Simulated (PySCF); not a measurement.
Species: C₇H₉ (doublet state).
Geometry (GFN2-xTB, Å), atoms numbered from 1 in this order:
```
atom  x, y, z in Å
C1    -1.577    1.536    0.258
C2    -1.379    0.069    0.113
C3    -0.154   -0.565   -0.037
C4    -0.138   -2.071   -0.193
C5     1.041    0.077   -0.072
C6     1.913    1.244   -0.021
C7     2.489    0.061   -0.175
H8    -2.303    1.901   -0.472
H9    -0.645    2.074    0.119
H10   -1.972    1.780    1.249
H11   -2.268   -0.542    0.138
H12    0.871   -2.459   -0.083
H13   -0.776   -2.536    0.556
H14   -0.511   -2.354   -1.177
H15    2.018    2.298    0.076
H16    3.384   -0.502   -0.291
```

The hyperfine couplings belong to this conformer and change with its torsions.

As a line formula: `C[CH]C(C)=C1C=C1` [radical].

Theory: PySCF 2.14.0, UKS B3LYP, pcH-1 on C H, non-relativistic, mean-field spin-orbit, GIAO. Geometry: GFN2-xTB, one conformer, isolated molecule. GFN2-xTB frequencies show an imaginary mode (42i cm⁻¹), so this geometry is no minimum at that level. A GFN2-xTB geometry isn't a minimum of the functional, and hyperfine couplings can be far from their values at a DFT geometry. The SCF solution wasn't tested for stability.

Problem. Match the computed a_iso(13C) values +59.5, +46.1, -45.3, -22.7, -10.2, +3.8 MHz with the sites C1; C2; C3; C4; C5; C7.

Solution. 
| site | a_iso (MHz) | ρ(0) (bohr⁻³) | position | distance from C2 (Å) | spin population | largest \|T\| (MHz) |
| --- | --- | --- | --- | --- | --- | --- |
| C1 | -22.7 | -0.0202 | 1 bond from C2 | 1.49 | -0.06 | 1.2 |
| C2 | +59.5 | +0.0530 | largest spin population | 0.00 | +0.70 | 109.2 |
| C3 | -45.3 | -0.0403 | 1 bond from C5 | 1.39 | -0.20 | 21.1 |
| C4 | +3.8 | +0.0034 | 2 bonds from C5 | 2.49 | +0.01 | 1.0 |
| C5 | +46.1 | +0.0410 | a main spin site | 2.43 | +0.44 | 79.2 |
| C7 | -10.2 | -0.0091 | 1 bond from C5 | 3.88 | +0.01 | 5.6 |

Problem. Match the computed a_iso(1H) values +45.2, -43.7, -11.0, -7.8, -5.0 MHz (means over equivalent nuclei) with the sites H8/H9/H10; H11; H12/H13/H14; H15; H16.

Solution. 
```csv
site,a_iso (MHz),ρ(0) (bohr⁻³),position,distance from C2 (Å),bound to,spin population there,largest |T| (MHz)
H8/H9/H10,+45.2,+0.0101,2 bonds from C2,2.13,C1,-0.06,5.7
H11,-43.7,-0.0098,1 bond from C2,1.08,C2,+0.70,26.8
H12/H13/H14,-7.8,-0.0018,3 bonds from C5,2.99,C4,+0.01,3.4
H15,-11.0,-0.0025,2 bonds from C5,4.06,C6,+0.09,6.3
H16,-5.0,-0.0011,2 bonds from C5,4.81,C7,+0.01,4.4
```

ρ(0) is the spin density at the nucleus and T the dipolar tensor; entries for several nuclei are means. Largest spin populations (Mulliken): C2 (+0.70), C5 (+0.44), C3 (-0.20) and C6 (+0.09). The positive populations add up to 1.30 and the negative ones to -0.30, together 2S = 1. The angles at C2 add up to 360.0°, so it is planar; its axial dipolar tensor and the negative coupling of its proton fit spin in a p orbital normal to that plane. Main spin sites, with 60 % or more of the largest population: C2, C5; positions count bonds from the nearest.

Examples of negative spin density at the nucleus (bohr⁻³): C3 (-0.0403), C1 (-0.0202) and H11 (-0.0098).

Class means assume fast exchange of nuclei equivalent by connectivity; if that motion is slow, each nucleus keeps its own coupling. The three 1H nuclei of mean +45.2 MHz run from 3.0 to 74.1 MHz in the frozen geometry. The three 1H nuclei of mean -7.8 MHz run from -13.0 to -2.7 MHz in the frozen geometry.

The run took 67 s (grids of density and orbitals included) on one thread of an Arm Neoverse V1 (shared host), and the process peaked at 1.1 GiB of memory.
